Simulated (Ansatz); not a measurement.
trans-PtH2(AsH3)2 (As₂PtH₈). Total charge 0; triplet. Geometry r2SCAN-D4/def2-SVP.

```csv
atom,x (Å),y (Å),z (Å)
Pt1,0.091,0.076,-0.022
H2,0.180,1.631,0.464
As3,-1.379,0.533,-1.877
H4,-1.777,-0.499,-2.923
H5,-0.858,1.569,-2.848
H6,-2.759,1.144,-1.694
H7,1.441,-0.035,-0.935
As8,1.006,-0.906,1.982
H9,2.448,-1.364,1.933
H10,0.463,-2.129,2.716
H11,1.142,-0.021,3.203
```

In the def2 sets Pt takes a core potential; there is no spin–orbit coupling. HSE06 is defined as in plane-wave codes, on full-range PBE exchange. The name describes the singlet; other states may take another shape. At PBE0-D4/def2-TZVP a singlet of charge 0 lies 1.83 eV below the triplet, each at its own geometry.

(1) Estimate the α-spin orbital energies around the gap (eV) in Ansatz with PBE-D4/def2-TZVP, r2SCAN-D4/def2-TZVP, PBE0-D4/def2-TZVP, HSE06-D4/def2-TZVP, CAM-B3LYP-D4/def2-TZVP.

## Answers

(1) 
```csv
orbital,PBE-D4/def2-TZVP,r2SCAN-D4/def2-TZVP,PBE0-D4/def2-TZVP,HSE06-D4/def2-TZVP,CAM-B3LYP-D4/def2-TZVP
HOMO−5,-8.23,-8.56,-9.52,-9.13,-10.85
HOMO−4,-7.01,-7.28,-8.42,-8.02,-9.76
HOMO−3,-6.53,-6.80,-8.03,-7.62,-9.40
HOMO−2,-6.47,-6.73,-7.73,-7.34,-8.99
HOMO−1,-3.87,-4.17,-4.82,-4.43,-5.96
HOMO,-3.87,-4.11,-4.76,-4.39,-5.87
LUMO,-1.27,-1.05,-0.48,-0.84,0.42
LUMO+1,-0.36,-0.07,0.46,0.10,1.39
LUMO+2,-0.27,-0.07,0.56,0.18,1.62
LUMO+3,-0.15,0.16,0.69,0.32,1.71
LUMO+4,-0.08,0.24,0.78,0.41,1.85
LUMO+5,0.04,0.29,0.91,0.53,1.96
β HOMO,-6.22,-6.47,-7.50,-7.11,-8.78
β LUMO,-3.18,-2.97,-2.30,-2.67,-1.32
```
